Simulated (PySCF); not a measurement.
# Mayer bond orders and bond lengths

Compound: C₆H₉FOS.
Atom-mapped SMILES: `[O:1]=[S@@:2]1[CH2:3][CH2:4][C@H:5]1[CH2:6]/[CH:7]=[CH:8]\[F:9]` (hydrogens: H10, H11 on C3; H12, H13 on C4; H14 on C5; H15, H16 on C6; H17 on C7; H18 on C8)

Structure used (GFN2-xTB), in Å, numbered top down from 1:
```xyz
18
C6H9FOS angstrom
O      0.6746    2.5219   -0.1308
S      0.7425    1.1896    0.4612
C      2.3962    0.4106    0.0635
C      1.7182   -0.7921   -0.5818
C      0.3861   -0.0981   -0.8590
C     -0.8965   -0.8787   -0.6360
C     -2.0590    0.0646   -0.6280
C     -2.7809    0.3452    0.4401
F     -2.5590   -0.2445    1.6291
H      2.9159    1.0473   -0.6465
H      3.0213    0.2150    0.9289
H      2.2241   -1.1911   -1.4615
H      1.5882   -1.5999    0.1386
H      0.3795    0.4218   -1.8174
H     -1.0232   -1.6182   -1.4327
H     -0.8434   -1.4051    0.3187
H     -2.2867    0.5793   -1.5478
H     -3.6064    1.0387    0.4850
```

Bond orders from the PBE0/pcSseg-1 density (PySCF). One conformer (not necessarily the lowest) at the GFN2-xTB geometry, without solvent, vibrations or thermal averaging.

Question: Where do the orders between heavy atoms depart from those drawn in the SMILES?

Answer: The largest departure is 0.437, at O1–S2 (drawn double, 1.563). Drawn single, order below 0.88: S2–C3 (0.872) and C5–S2 (0.859). Drawn double or triple, more than 0.30 short of the drawn order: O1–S2 (1.563).

Question: Give the Mayer order of every bond between heavy atoms, beside its length.

Answer: 
| bond | drawn as | length (Å) | Mayer order |
| --- | --- | --- | --- |
| O1–S2 | double | 1.460 | 1.563 |
| S2–C3 | single | 1.871 | 0.872 |
| C3–C4 | single | 1.524 | 1.013 |
| C4–C5 | single | 1.527 | 0.971 |
| C5–C6 | single | 1.518 | 0.989 |
| C6–C7 | single | 1.497 | 1.032 |
| C7–C8 | double | 1.319 | 1.869 |
| C8–F9 | single | 1.346 | 0.954 |
| C5–S2 | single | 1.878 | 0.859 |

By pair of heavy elements: C–S: all 2 within 0.02 of one another (0.859 to 0.872). C–C: lowest C4–C5 (0.971, 1.527 Å), highest C7–C8 (1.869, 1.319 Å); in 1 of the 10 pairs the longer bond (by over 0.003 Å) has the higher order (by 0.02 or more).

Question: And the bonds to hydrogen?

Answer: C–H: 0.92 to 0.97 (9 bonds).

Question: Sum the orders of all bonds at each heavy atom with more than one neighbour and set the sums beside the valence in the SMILES.

Answer: S2 3.294 (drawn 4), C3 3.764 (drawn 4), C4 3.883 (drawn 4), C5 3.737 (drawn 4), C6 3.898 (drawn 4), C7 3.851 (drawn 4), C8 3.790 (drawn 4). Orders between atoms that aren't bonded are not in these sums.

The Mayer order sums products of elements of PS (density times overlap matrix) between the two atoms' basis functions, so it depends on the basis set.
